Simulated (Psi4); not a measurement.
A dimer, CO2 ··· CH4S (SMILES O=C=O and CS); the first 3 atoms form monomer A.

```
9

O     -1.1223     0.2923     0.0000
C      0.0000     0.0000     0.0000
O      1.1223    -0.2923     0.0000
C      3.3051    -4.0270     1.9200
S      1.8859    -2.9266     2.2344
H      3.1621    -4.8953     2.5608
H      3.3281    -4.3564     0.8835
H      4.2444    -3.5466     2.1852
H      2.2391    -1.9530     1.3797
```

Question: What interaction energy does SAPT0/jun-cc-pVDZ, frozen core (Psi4) give, and which attractive term is the largest?

Answer: Total -0.76 kcal/mol: electrostatics -1.64, exchange 2.21, induction -0.31, dispersion -1.02. The most attractive term is electrostatics.
